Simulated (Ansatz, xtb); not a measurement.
**A geometry optimisation of C2H5AlBrF with r2SCAN-D4/def2-SVP**

The starting geometry of this gas-phase singlet was built from a drawn formula by distance geometry and a force field; its bonds are those of `[CH3][AlH][C@@H](F)Br`.

```yaml
atoms:
  - { symbol: C, position_ang: [0.5821, -0.5895, -1.0537] }
  - { symbol: C, position_ang: [0.3962, 1.7325, 1.4897] }
  - { symbol: Al, position_ang: [1.4486, 0.7967, 0.0678] }
  - { symbol: Br, position_ang: [-0.1986, 0.3899, 2.7940] }
  - { symbol: F, position_ang: [-0.6570, 2.3176, 0.9222] }
  - { symbol: H, position_ang: [1.3166, -0.9948, -1.7799] }
  - { symbol: H, position_ang: [-0.3224, -0.1939, -1.5662] }
  - { symbol: H, position_ang: [0.2936, -1.4177, -0.3673] }
  - { symbol: H, position_ang: [2.9713, 1.2662, -0.2094] }
  - { symbol: H, position_ang: [1.0746, 2.4856, 1.9771] }
```

Where would you expect an optimisation with r2SCAN-D4/def2-SVP to take it?

A new bond forms, giving a structure with Br4 bridging Al3 and C2, given below by its coordinates. Distances that change by over a tenth: C2–Br4 (1.96 → 2.19 Å). Contacts that close: Al3–Br4 (3.21 → 2.55 Å).

The energy falls by 0.52 eV over 22 steps:

```
step  E − E(last) (eV)
   1             0.521
   3             0.284
   6             0.078
   8             0.028
  10             0.013
  13             0.006
  15             0.002
  17             0.000
  20             0.000
  22             0.000
```

Final geometry (Å):

```json
{"atom": "C", "x (Å)": "0.5429", "y (Å)": "-0.5685", "z (Å)": "-0.9960"}
{"atom": "C", "x (Å)": "0.4392", "y (Å)": "2.0364", "z (Å)": "1.1255"}
{"atom": "Al", "x (Å)": "1.4806", "y (Å)": "0.5386", "z (Å)": "0.3043"}
{"atom": "Br", "x (Å)": "0.3422", "y (Å)": "0.4106", "z (Å)": "2.5861"}
{"atom": "F", "x (Å)": "-0.8049", "y (Å)": "2.3242", "z (Å)": "0.7386"}
{"atom": "H", "x (Å)": "0.8185", "y (Å)": "-0.2988", "z (Å)": "-2.0306"}
{"atom": "H", "x (Å)": "-0.5515", "y (Å)": "-0.4676", "z (Å)": "-0.9096"}
{"atom": "H", "x (Å)": "0.7878", "y (Å)": "-1.6372", "z (Å)": "-0.8737"}
{"atom": "H", "x (Å)": "3.0474", "y (Å)": "0.6208", "z (Å)": "0.5327"}
{"atom": "H", "x (Å)": "0.8027", "y (Å)": "2.8339", "z (Å)": "1.7969"}
```

From the same start GFN2-xTB reaches the same bonding as this run.

The end wasn't checked by frequencies. Run with Ansatz 0.2.0, 35 s on 2 threads of Intel(R) Xeon(R) 6975P-C (Granite Rapids) (shared host).
